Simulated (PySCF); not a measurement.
From one molecule to another.

First species: C4H7N2O2PSi.
Atom-mapped SMILES: `[CH3:1][O:2][C:3](=[O:4])[c:5]1[p:6][cH:7][n:8][n:9]1[SiH3:10]` (hydrogens: H11, H12, H13 on C1; H14 on C7; H15, H16, H17 on Si10)

Geometry (GFN2-xTB, Å), atoms numbered from 1 in this order:
```xyz
17
C4H7N2O2PSi angstrom
C      3.185   -0.101   -0.049
O      1.984    0.645   -0.179
C      0.851   -0.027   -0.014
O      0.795   -1.223    0.237
C     -0.336    0.769   -0.154
P     -0.529    2.457   -0.501
C     -2.254    2.111   -0.391
N     -2.572    0.871   -0.127
N     -1.511    0.114    0.008
Si    -1.644   -1.627    0.375
H      3.252   -0.543    0.947
H      3.217   -0.901   -0.793
H      3.997    0.604   -0.210
H     -3.048    2.826   -0.523
H     -1.170   -2.388   -0.770
H     -1.116   -1.870    1.708
H     -3.109   -1.706    0.424
```

Second species: C6H16OSi2.
Bonds: C1–Si2, Si2–C3, Si2–C4, Si2–O5, O5–Si6, Si6–C7, Si6–C8, C8–C9, Si6–C9. Hydrogens: H10, H11, H12 on C1; H13, H14, H15 on C3; H16, H17, H18 on C4; H19, H20, H21 on C7; H22, H23 on C8; H24, H25 on C9.

Levels: PBE0/pcSseg-1 for dipole moment, HOMO energy, LUMO energy and HOMO–LUMO gap; GFN2-xTB for rotational constant A and rotational constant C. Geometries: GFN2-xTB. Each species is one conformer at its optimised geometry, gas phase, non-relativistic unless stated. Electronic properties by PySCF.

Dipoles, sizes and rotational constants follow the conformer. The torsions of the flexible species, by atom-mapped SMILES:
- `[CH3:1][O:2][C:3](=[O:4])[c:5]1[p:6][cH:7][n:8][n:9]1[SiH3:10]`: C1–O2–C3–O4 0°, O2–C3–C5–P6 0°
- `[CH3:1][Si:2]([CH3:3])([CH3:4])[O:5][Si:6]1([CH3:7])[CH2:8][CH2:9]1`: C1–Si2–O5–Si6 176°, Si2–O5–Si6–C7 169°

Which has the higher dipole moment?

The first: 2.63 D against 0.62 D, a difference of 2.01 D.

Which has the higher rotational constant A?

The second: 1.664 GHz against 1.359 GHz, a difference of 0.305 GHz.

Which has the higher HOMO–LUMO gap?

The second: 7.23 eV against 5.31 eV, a difference of 1.92 eV.

Which of the two has the higher HOMO energy, and by how much?

The second: -6.29 eV against -7.41 eV, a difference of 1.12 eV.

Which has the higher LUMO energy?

The second: 0.94 eV against -2.10 eV, a difference of 3.04 eV.

Which has the higher rotational constant C?

The second: 0.633 GHz against 0.566 GHz, a difference of 0.067 GHz.

On the first: A dipole of 2.63 D is allowed in Cs, and pure rotational transitions are dipole-allowed. The dipole matches unit charges of opposite sign 0.55 Å apart (1 e·Å = 4.8032 D).

On the second: A dipole of 0.62 D is allowed in C1, and pure rotational transitions are dipole-allowed. In atomic units the dipole is 0.24 e·bohr (1 au = 2.5417 D).
